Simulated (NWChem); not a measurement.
System: SiN$_{2}$H$_{5}$Br; SMILES N[SiH](N)Br

The following NWChem deck was run.

```
start job
memory heap 200 mb stack 900 mb global 1100 mb
geometry units angstroms noautosym nocenter noautoz
  Si     0.020381    -0.920098     0.383743
  N     -1.475020    -1.473951    -0.247340
  N      1.263786    -1.841875    -0.352699
  Br    -0.016208     1.316422    -0.040092
  H      0.283609    -0.997486     1.840376
  H     -2.291166    -0.876991    -0.260001
  H     -1.711797    -2.457554    -0.199640
  H      1.299634    -1.927395    -1.362142
  H      2.190866    -1.851981     0.056162
end
basis spherical
  Si library 6-31g*
  N library 6-31g*
  Br library 6-31g*
  H library 6-31g*
end
dft
  xc b3lyp
  iterations 150
end
cosmo
  do_cosmo_smd true
  solvent thf
end
task dft energy
```

Parts of the log:

```
             Northwest Computational Chemistry Package (NWChem) 7.3.0
             --------------------------------------------------------

                             Geometry "geometry" -> ""
                             -------------------------

 Output coordinates in angstroms (scale by  1.889725989 to convert to a.u.)

  No.       Tag          Charge          X              Y              Z
 ---- ---------------- ---------- -------------- -------------- --------------
    1 Si                  14.0000     0.02038100    -0.92009800     0.38374300
    2 N                    7.0000    -1.47502000    -1.47395100    -0.24734000
    3 N                    7.0000     1.26378600    -1.84187500    -0.35269900
    4 Br                  35.0000    -0.01620800     1.31642200    -0.04009200
    5 H                    1.0000     0.28360900    -0.99748600     1.84037600
    6 H                    1.0000    -2.29116600    -0.87699100    -0.26000100
    7 H                    1.0000    -1.71179700    -2.45755400    -0.19964000
    8 H                    1.0000     1.29963400    -1.92739500    -1.36214200
    9 H                    1.0000     2.19086600    -1.85198100     0.05616200

 Effective nuclear repulsion energy (a.u.)     330.0951475380

                                 NWChem DFT Module
                                 -----------------

 Summary of "ao basis" -> "ao basis" (spherical)
 ------------------------------------------------------------------------------
       Tag                 Description            Shells   Functions and Types
 ---------------- ------------------------------  ------  ---------------------
 Si                          6-31g*                  8       18   4s3p1d
 N                           6-31g*                  6       14   3s2p1d
 Br                          6-31g*                 12       32   5s4p3d
 H                           6-31g*                  2        2   2s

 in cosmo_initialize ...
 calling solv_data for solv:thf

 solvent parameters
 solvname_short: thf
 solvname_long:  tetrahydrofuran
 dielec:        7.4257
 dielecinf:     1.9740
 nonaqueous SMD model solvent descriptors
 dielec:        7.4257
 sola:          0.0000
 solb:          0.4800
 solc:          0.0000
 solg:         39.4400
 solh:          0.0000
 soln:          1.4050

[...]

                                COSMO-SMD solvation results
                                ---------------------------

             internal energy in gas <Psi(g)|H|Psi(g)> =     -2975.979325048321
         internal energy in solvent <Psi(s)|H|Psi(s)> =     -2975.978542645520
                               delta internal energy  =         0.000782402801 (    0.49 kcal/mol)
   total free energy in solvent <Psi(s)|H+V/2|Psi(s)> =     -2975.989683203921
 polarization energy contribution <Psi(s)|V/2|Psi(s)> =        -0.011140558401 (   -6.99 kcal/mol)
    total free energy in solvent including G(SMD-CDS) =     -2975.989575215551
                       G(SMD-CDS) energy contribution =         0.000107988370 (    0.07 kcal/mol)
     1 M fixed-concentration free energy of solvation =        -0.010250167230 (   -6.43 kcal/mol)

                       DFT Final Molecular Orbital Analysis
                       ------------------------------------

 Vector   32  Occ=2.000000D+00  E=-2.826078D-01
              MO Center= -9.8D-03,  1.1D+00,  5.3D-02, r^2= 2.2D+00
   Bfn.  Coefficient  Atom+Function         Bfn.  Coefficient  Atom+Function
  ----- ------------  ---------------      ----- ------------  ---------------
    59      0.693232  4 Br pz                63      0.327241  4 Br pz
    55     -0.313282  4 Br pz                57      0.250175  4 Br px
    80     -0.154484  5 H  s                 61      0.116606  4 Br px
    53     -0.112999  4 Br px                79     -0.098898  5 H  s
    51      0.093983  4 Br pz                58      0.075927  4 Br py

 Vector   33  Occ=2.000000D+00  E=-2.625251D-01
              MO Center=  8.3D-01, -1.1D+00, -2.3D-01, r^2= 3.4D+00
   Bfn.  Coefficient  Atom+Function         Bfn.  Coefficient  Atom+Function
  ----- ------------  ---------------      ----- ------------  ---------------
    36      0.479874  3 N  py                40      0.406900  3 N  py
    57     -0.308087  4 Br px                58      0.225529  4 Br py
    12      0.151967  1 Si py                62      0.145943  4 Br py
    53      0.137802  4 Br px                61     -0.138177  4 Br px
    35      0.117186  3 N  px                37     -0.104144  3 N  pz

 Vector   34  Occ=2.000000D+00  E=-2.604086D-01
              MO Center= -1.2D+00, -1.3D+00, -1.1D-01, r^2= 2.0D+00
   Bfn.  Coefficient  Atom+Function         Bfn.  Coefficient  Atom+Function
  ----- ------------  ---------------      ----- ------------  ---------------
    23      0.528359  2 N  pz                27      0.450974  2 N  pz
    80     -0.240161  5 H  s                 58     -0.136027  4 Br py
    13      0.117242  1 Si pz                21     -0.111971  2 N  px
    79     -0.111534  5 H  s                 38      0.110752  3 N  s
    24     -0.100305  2 N  s                 25     -0.096602  2 N  px

 Vector   35  Occ=0.000000D+00  E= 3.567069D-02
              MO Center=  1.6D-02,  9.9D-03,  2.3D-01, r^2= 4.5D+00
   Bfn.  Coefficient  Atom+Function         Bfn.  Coefficient  Atom+Function
  ----- ------------  ---------------      ----- ------------  ---------------
    10      0.977272  1 Si s                 12      0.838931  1 Si py
    62      0.808869  4 Br py                60     -0.640585  4 Br s
     8      0.519502  1 Si py                 6      0.438687  1 Si s
    56      0.333811  4 Br s                 58      0.328682  4 Br py
    24     -0.320108  2 N  s                 80     -0.306730  5 H  s

[...]
```

Level: B3LYP/6-31G* (spherical d), SMD on the gas-phase geometry. All runs use the structure optimised with B3LYP/6-31G* (spherical d). Solvent: tetrahydrofuran.
